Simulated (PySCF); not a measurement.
Zn(F)(GeH3) (FGeH3Zn), SMILES [F][Zn][GeH3]. The structure is a stationary point at PBE-D3(BJ)/def2-SVP. The structure was generated by enumeration; whether it is a known compound was not checked.

### Question
Give the equilibrium geometry at PBE-D3(BJ)/def2-SVP (PySCF confirms it by a frequency run) as Cartesian coordinates in Å, and its point group. (Estimate from the structure and the level; the computed values follow.)

### Answer
point group C3v.
```xyz
6

Zn     0.0000     0.0000    -0.9242
F      0.0000     0.0000    -2.6851
Ge     0.0000     0.0000     1.4344
H     -1.2530     0.7234     1.9972
H      0.0000    -1.4469     1.9972
H      1.2530     0.7234     1.9972
```
Charge 0, spin multiplicity 1.
